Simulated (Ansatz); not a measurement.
Isolated molecules relaxed with PBE0-D4/def2-TZVP in Ansatz; ΔE leaves out vibrations. CCSD(T)/CBS adds triple-zeta CCSD(T) − MP2 to the extrapolated MP2 energy (def2 sets, frozen cores). This one scheme is used for every species. Functionals use def2-TZVPP. Each species was taken in one conformer, which may not be the lowest.

`OCO[SiH2]S` + HCl → `S[SiH2]Cl` + `OCO`  (ligand exchange at the Si–O bond)

(1) Is it downhill or uphill in electronic energy at CCSD(T)/CBS, and by how much? (Estimate.)

(2) What do these levels give: r2SCAN-D4, PBE0-D4, B2PLYP, PBE0, HF/def2-TZVPP, MP2/def2-TZVPP, SCS-MP2/def2-TZVPP, CCSD/def2-TZVPP, CCSD(T)/def2-TZVPP, HF/def2-QZVPP, MP2/def2-QZVPP, CCSD/CBS(def2)? (Best estimate.)

Largest T1 diagnostic among the species: 0.012.

Answers

(1) Ansatz gave: Nearly level: ΔE = +0.3 kJ/mol.

(2) The calculation gave: r2SCAN-D4 -1.9, PBE0-D4 -6.9, B2PLYP -1.5, PBE0 -11.2, HF/def2-TZVPP -2.0, MP2/def2-TZVPP 2.2, SCS-MP2/def2-TZVPP 3.2, CCSD/def2-TZVPP 3.9, CCSD(T)/def2-TZVPP 4.5, HF/def2-QZVPP -1.5, MP2/def2-QZVPP -0.1, CCSD/CBS(def2) -0.3 kJ/mol.

In def2-TZVPP, CCSD(T) changes the Hartree–Fock value by +6.5 kJ/mol (the triples alone add +0.6 kJ/mol) and MP2 by +4.2 kJ/mol. The D4 term adds +7.3 kJ/mol with B3LYP and +4.3 kJ/mol with PBE0; it sums over pairs of atoms, weighted by their polarisabilities, and B3LYP, whose exchange is more repulsive, gets the larger term.

B3LYP here is the variant with VWN-RPA as its local correlation; programs differ in this.
